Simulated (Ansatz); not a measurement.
BrCu (`[Cu][Br]`) at its PBE0-D4/def2-TZVP geometry, where that method's forces vanish. The species carries charge 0 and has multiplicity 1.

```xyz
2

Cu    0.8049    0.0703    0.7520
Br   -0.8049   -0.0703   -0.7520
```

Problem. What forces (eV/Å) does ωB97M-V/def2-TZVPP give on these atoms in Ansatz 0.2.0? (Best estimate.)

Solution. The calculation gave: 
```
Cu1  0.038  0.003  0.036
Br2 -0.038 -0.003 -0.036
```
